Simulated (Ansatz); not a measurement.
Computed with Ansatz on PBE0-D4/def2-TZVP structures; ΔE is electronic, products minus reactants. CCSD(T)/CBS adds triple-zeta CCSD(T) − MP2 to the extrapolated MP2 energy (def2 sets, frozen cores). This one scheme is used for every species. DFT in def2-TZVPP. Each species was taken in one conformer, which may not be the lowest.

Reaction (formal exchange of groups at a B–S bond): `CB([SiH3])S` + ethylene → `C=CB(C)[SiH3]` + H₂S

`CB([SiH3])S`:

Cartesian coordinates in Å:
```
C 1.176 -0.326 0.848
B 0.233 0.272 -0.246
Si -1.719 -0.246 -0.353
S 0.768 1.437 -1.474
H 1.180 -1.420 0.784
H 0.782 -0.098 1.845
H 2.211 0.023 0.801
H -2.449 0.431 -1.459
H -2.405 0.088 0.929
H -1.844 -1.720 -0.548
H 2.067 1.558 -1.129
```

`C=C`:

Z-matrix (Å, degrees):
```
C
C 1 1.323
H 1 1.085 2 121.7
H 1 1.085 2 121.7 3 -180.0
H 2 1.085 1 121.7 3 -0.0
H 2 1.085 1 121.7 3 -180.0
```

`C=CB(C)[SiH3]`:

```xyz
14

C     1.946   -0.218   -1.283
C     0.612   -0.284   -1.221
B    -0.165   -0.085    0.102
C     0.459   -0.415    1.496
Si   -2.051    0.661    0.030
H     2.550   -0.107   -0.387
H     2.489   -0.245   -2.224
H     0.076   -0.368   -2.166
H     1.539   -0.582    1.502
H    -0.010   -1.357    1.820
H     0.198    0.309    2.273
H    -1.976    2.147    0.175
H    -2.753    0.381   -1.256
H    -2.913    0.163    1.141
```

H₂S:

```xyz
3

S     0.094    0.017    0.612
H     0.488   -0.812   -0.366
H    -0.581    0.796   -0.246
```

```
          level  ΔE (kJ/mol)  difference from CCSD(T)/CBS
         PBE-D4         82.8                          2.5
        PBE0-D4         81.4                          1.1
        ωB97X-V         79.0                         -1.3
         r2SCAN         83.3                          3.0
           PBE0         82.4                          2.1
 MP2/def2-TZVPP         81.7                          1.4
CCSD/def2-TZVPP         77.8                         -2.5
  HF/def2-QZVPP         73.4                         -6.9
  MP2/CBS(def2)         82.5                          2.2
 CCSD/CBS(def2)         78.6                         -1.7
    CCSD(T)/CBS         80.3                            0
```

Largest T1 diagnostic among the species: 0.014.

In def2-TZVPP, CCSD(T) changes the Hartree–Fock value by +5.0 kJ/mol (the triples alone add +1.7 kJ/mol) and MP2 by +7.3 kJ/mol.
